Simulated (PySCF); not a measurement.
The same groups moved round the core (styrene methoxy). All species are isolated molecules in the gas phase. One relaxed conformer stands for each flexible species; it need not be the lowest. Strings in code marks are SMILES.

All values below come from B3LYP-D3(BJ)/def2-TZVP // B3LYP-D3(BJ)/def2-SVP (PySCF). B3LYP has the VWN-RPA correlation part, as in Gaussian. 

```tsv
species	LUMO (eV)	HOMO–LUMO gap (eV)	S1 oscillator strength
`C=C(OC)c1ccccc1` (C–C–O–C torsion 2°, O–C–C–C torsion 19°)	(withheld)	(withheld)	0.022
`C=Cc1ccc(cc1)OC` (C–C–C–C torsion -1°, C–C–O–C torsion -180°)	-1.02	4.80	0.081
`C=Cc1cccc(OC)c1` (C–C–C–C torsion 0°, C–C–O–C torsion 0°)	(withheld)	4.93	0.033
`C=Cc1ccccc1OC` (C–C–C–C torsion 10°, C–C–O–C torsion -179°)	-1.22	4.72	0.163
```

### Question
Fill in the missing entries.

### Answer

- `C=C(OC)c1ccccc1` (C–C–O–C torsion 2°, O–C–C–C torsion 19°), LUMO (eV): -1.03
- `C=C(OC)c1ccccc1` (C–C–O–C torsion 2°, O–C–C–C torsion 19°), HOMO–LUMO gap (eV): 5.09
- `C=Cc1cccc(OC)c1` (C–C–C–C torsion 0°, C–C–O–C torsion 0°), LUMO (eV): -1.19
